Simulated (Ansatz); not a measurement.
Cost and result for the atomization energy of Cl$_{9}$HSi$_{3}$Sn (`Cl[Si](Cl)(Cl)[SnH]([Si](Cl)(Cl)Cl)[Si](Cl)(Cl)Cl`) (14 atoms, 13 bonds).

```json
{"atom": "Cl1", "x (Å)": "3.290", "y (Å)": "1.800", "z (Å)": "-0.742"}
{"atom": "Si2", "x (Å)": "1.490", "y (Å)": "1.859", "z (Å)": "0.217"}
{"atom": "Cl3", "x (Å)": "1.756", "y (Å)": "2.699", "z (Å)": "2.056"}
{"atom": "Cl4", "x (Å)": "0.220", "y (Å)": "3.037", "z (Å)": "-0.858"}
{"atom": "Sn5", "x (Å)": "0.506", "y (Å)": "-0.493", "z (Å)": "0.433"}
{"atom": "Si6", "x (Å)": "0.131", "y (Å)": "-1.414", "z (Å)": "-1.925"}
{"atom": "Cl7", "x (Å)": "-1.116", "y (Å)": "-0.173", "z (Å)": "-2.955"}
{"atom": "Cl8", "x (Å)": "1.898", "y (Å)": "-1.545", "z (Å)": "-2.936"}
{"atom": "Cl9", "x (Å)": "-0.717", "y (Å)": "-3.268", "z (Å)": "-1.848"}
{"atom": "Si10", "x (Å)": "-1.775", "y (Å)": "-0.294", "z (Å)": "1.576"}
{"atom": "Cl11", "x (Å)": "-2.665", "y (Å)": "-2.123", "z (Å)": "1.730"}
{"atom": "Cl12", "x (Å)": "-2.985", "y (Å)": "0.927", "z (Å)": "0.481"}
{"atom": "Cl13", "x (Å)": "-1.576", "y (Å)": "0.496", "z (Å)": "3.447"}
{"atom": "H14", "x (Å)": "1.544", "y (Å)": "-1.507", "z (Å)": "1.323"}
```

Charge 0, multiplicity 1. Correlated methods include outer-core shells of Sn, which these sets cover unevenly. Sn: def2 effective core potential. Geometry: relaxed with PBE0-D4/def2-TZVP. It is one conformer, not always the lowest. Program: Ansatz. All runs use 11 threads of an AMD EPYC 7R13 on a shared host and a whole NVIDIA H100 80 GB. Times are those of one run each, without the atoms' runs, and a repeat can differ threefold. Electronic energies, without spin–orbit coupling; frozen cores. CCSD(T)/CBS adds CCSD(T) − MP2 in def2-TZVPP to the MP2 limit, and its time is that of the two runs behind it. T1 = 0.011. With those shells the extrapolation isn't a true limit. HSE06 is the plane-wave form, built on full-range PBE exchange.

CCSD(T)/CBS is a level of theory with its own doubt, some kJ/mol a heavy atom from the limit and from the frozen cores, so smaller differences don't rank the functionals.

| level | functions | atomization (kJ/mol) | difference from CCSD(T)/CBS | per bond |
| --- | --- | --- | --- | --- |
| ωB97X-V/def2-TZVPP | 568 | 4476.3 | 25.4 | 1.9 |
| CCSD(T)/def2-TZVPP | 568 | 4237.5 | -213.4 | -16.4 |
| r2SCAN-D4/def2-TZVPP (with forces) | 568 | 4487.6 | 36.7 | 2.8 |
| r2SCANh-D4/def2-TZVPP | 568 | 4454.6 | 3.7 | 0.3 |
| MP2/def2-QZVPP | 952 | 4592.2 | 141.3 | 10.9 |
| CAM-B3LYP-D4/def2-TZVPP | 568 | 4323.9 | -127.0 | -9.8 |
| HSE06-D4/def2-TZVPP | 568 | 4467.9 | 17.0 | 1.3 |
| PBE-QIDH/def2-TZVPP | 568 | 4440.6 | -10.3 | -0.8 |
| B97M-V/def2-TZVPP | 568 | 4535.0 | 84.1 | 6.5 |
| B2PLYP/def2-TZVPP | 568 | 4253.6 | -197.3 | -15.2 |
| CCSD(T)/CBS(def2) | – | 4450.9 | 0.0 | 0.0 |
| CCSD(T)/def2-SVP | 247 | 3907.9 | -543.0 | -41.8 |
| BHLYP-D4/def2-TZVPP | 568 | 4246.5 | -204.4 | -15.7 |

Task: Order the runs by time, with rough figures. (Estimate.)

Result: Ansatz gave: r2SCANh-D4/def2-TZVPP 3.6 s; HSE06-D4/def2-TZVPP 3.9 s; BHLYP-D4/def2-TZVPP 4.1 s; r2SCAN-D4/def2-TZVPP (with forces) 4.1 s; B97M-V/def2-TZVPP 4.4 s; CAM-B3LYP-D4/def2-TZVPP 4.6 s; CCSD(T)/def2-SVP 4.8 s; ωB97X-V/def2-TZVPP 4.9 s; B2PLYP/def2-TZVPP 6.5 s; PBE-QIDH/def2-TZVPP 6.5 s; MP2/def2-QZVPP 8 s; CCSD(T)/def2-TZVPP 79 s; CCSD(T)/CBS(def2) 87 s.

From r2SCAN to r2SCAN0 (25 % exact exchange), in def2-TZVPP and without D4, the atomization energy moves by −88.0 kJ/mol: exact exchange takes away binding that semilocal exchange gives to molecules. In def2-TZVPP, CCSD(T) changes the Hartree–Fock value by +1083.4 kJ/mol (the triples alone add +125.1 kJ/mol) and MP2 by +1313.4 kJ/mol; breaking electron pairs costs correlation energy, which Hartree–Fock lacks. The D4 term adds +177.5 kJ/mol with B3LYP and +98.2 kJ/mol with PBE0; it sums over pairs of atoms, weighted by their polarisabilities, and B3LYP, whose exchange is more repulsive, gets the larger term.

B3LYP here is the variant with VWN-RPA as its local correlation; programs differ in this.

Spin–orbit coupling would lower the free Sn atoms strongly, and the atomization energy with them, by more than many differences here. For some Ge, Se and Sn compounds the MP2-based and the directly extrapolated limit differ by 10 to 25 kJ/mol.
